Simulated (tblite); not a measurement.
Compound: C7H9NOSi.
Geometry (GFN2-xTB, Å), atoms numbered from 1 in this order:
```
atom  x, y, z in Å
C1    -1.484   -0.052    0.326
C2    -0.640    0.933    0.617
C3    -1.000    2.379    0.462
C4     0.701    0.670    1.140
C5     1.570   -0.203    0.626
Si6    1.331   -1.208   -0.942
C7     0.360   -0.208   -2.188
N8    -0.210    0.411   -2.965
C9     0.275   -2.800   -0.665
O10    0.540   -3.622    0.174
H11   -2.473    0.143   -0.051
H12   -1.233   -1.086    0.498
H13   -0.842    2.916    1.397
H14   -0.365    2.834   -0.298
H15   -2.037    2.490    0.159
H16    0.984    1.269    1.999
H17    2.524   -0.321    1.125
H18    2.609   -1.581   -1.556
H19   -0.615   -2.953   -1.313
```

All values are computed: GFN2-xTB (tblite) harmonic vibrations without scaling, gas phase. The method is semi-empirical: single wavenumbers can be off by several per cent or more. Modes of hydrogen on silicon can be 10 to 20 % off. One conformer, not necessarily the lowest.

Harmonic wavenumbers (cm⁻¹): 30.8, 38.3, 58.9, 86.4, 93.8, 107.0, 126.7, 159.6, 243.0, 292.8, 314.6, 347.0, 368.4, 392.9, 464.7, 577.5, 586.4, 621.5, 623.6, 664.5, 703.0, 758.3, 776.5, 787.6, 885.8, 896.1, 922.1, 966.9, 1018.1, 1040.4, 1192.7, 1239.0, 1345.2, 1359.8, 1393.6, 1410.7, 1472.0, 1478.7, 1632.5, 1688.5, 1743.3, 2234.8, 2350.2, 2686.6, 3007.3, 3013.0, 3020.4, 3035.4, 3057.6, 3092.4, 3128.8.

A = 1510, B = 849.4, C = 721.5 MHz; mass 151.045 u (most abundant isotopes); point group C1, symmetry number 1.

Task: Zero-point energy?

Result: Half the sum of the wavenumbers: 29768 cm⁻¹ = 356.10 kJ/mol.

Task: What is S at 273.15 K and 1 bar for an ideal gas of classical rigid rotors and harmonic oscillators?

Result: Translation 169.61, rotation 125.39, vibration 172.26: S = 467.3 J/(mol K).

Task: And Cp and H(273.15 K) − H(0)?

Result: Cp = 183.02 J/(mol K), of which vibrations give 149.76 (their classical limit is 51 R = 424.0); H(273.15 K) − H(0) = 31.94 kJ/mol without the zero-point energy, 22.85 from vibrations.

Task: Blend soft modes into free rotors: weight 1/[1 + (100 cm⁻¹/ν̃)⁴] for the oscillator and the rest for a rotor with moment μB/(μ + B), μ = h/(8π²ν), B = 10⁻⁴⁴ kg m². What vibrational entropy results?

Result: 151.36 J/(mol K) in place of 172.26, which changes −T·S at 273.15 K by +5.71 kJ/mol.

Task: How do the functions run with temperature in this model?

Result: 
| T (K) | S (J/(mol K)) | Cp (J/(mol K)) | H − H(0) (kJ/mol) | G − H(0) (kJ/mol) | ln q(vib) |
| --- | --- | --- | --- | --- | --- |
| 50 | 268.9 | 74.4 | 2.61 | -10.84 | 1.38 |
| 100 | 329.7 | 102.5 | 7.07 | -25.90 | 3.68 |
| 298.15 | 483.7 | 193.5 | 36.64 | -107.59 | 11.57 |
| 373.15 | 530.4 | 222.6 | 52.27 | -145.64 | 14.21 |
| 500 | 601.4 | 263.2 | 83.19 | -217.52 | 18.42 |
| 750 | 719.7 | 319.7 | 156.58 | -383.18 | 25.93 |
| 1000 | 817.1 | 357.0 | 241.48 | -575.64 | 32.56 |

q(vib) and H(0) count from the zero-point level.

Task: Which modes carry the vibrational entropy at 273.15 K?

Result: 30.8 cm⁻¹: 23.45; 38.3 cm⁻¹: 21.64; 58.9 cm⁻¹: 18.08; 86.4 cm⁻¹: 14.93; 93.8 cm⁻¹: 14.26; 107.0 cm⁻¹: 13.19 J/(mol K); the other 45 give 66.71 together.

Task: What must be added to the electronic energy to get the Gibbs energy at 273.15 K and 1 bar?

Result: ZPE + [H(273.15 K) − H(0)] − T·S = 356.10 + 31.94 − 127.63 = 260.41 kJ/mol.

Hindered rotation and anharmonicity are outside this model. Other conformers, if any are populated, would add a mixing term that is left out. The structure is chiral; the term R ln 2 for an equal mix with its mirror image is left out.
